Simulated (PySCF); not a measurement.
Precursor series Hf NH2-H. Gas-phase values, no solvent. One relaxed conformer stands for each flexible species; it need not be the lowest.

Level of theory: TPSSh-D3(BJ)/def2-TZVP // r2SCAN-D4/def2-SVP (PySCF). 

| species | HOMO (eV) | coordination number | charge on the central atom (Mulliken) (e) | mean distance from the central atom to its bonded neighbours (Å) | HOMO–LUMO gap (eV) |
|---|---|---|---|---|---|
| 1 of 4 NH2 replaced by H ([Hf(NH2)3(H)]) | ? | 4 | 1.24 | 1.998 | 6.14 |
| 2 of 4 NH2 replaced by H | ? | 4 | 1.07 | 1.947 | 5.62 |
| 3 of 4 NH2 replaced by H ([Hf(NH2)(H)3]) | ? | ? | 0.93 | 1.897 | 5.31 |
| 4 of 4 NH2 replaced by H ([Hf(H)4]) | ? | 4 | 0.84 | 1.847 | 5.42 |

**Question.** What belongs in the gaps?

**Answer.** 
- 1 of 4 NH2 replaced by H ([Hf(NH2)3(H)]), HOMO (eV): -6.38
- 2 of 4 NH2 replaced by H, HOMO (eV): -6.80
- 3 of 4 NH2 replaced by H ([Hf(NH2)(H)3]), HOMO (eV): -7.23
- 3 of 4 NH2 replaced by H ([Hf(NH2)(H)3]), coordination number: 4
- 4 of 4 NH2 replaced by H ([Hf(H)4]), HOMO (eV): -7.89
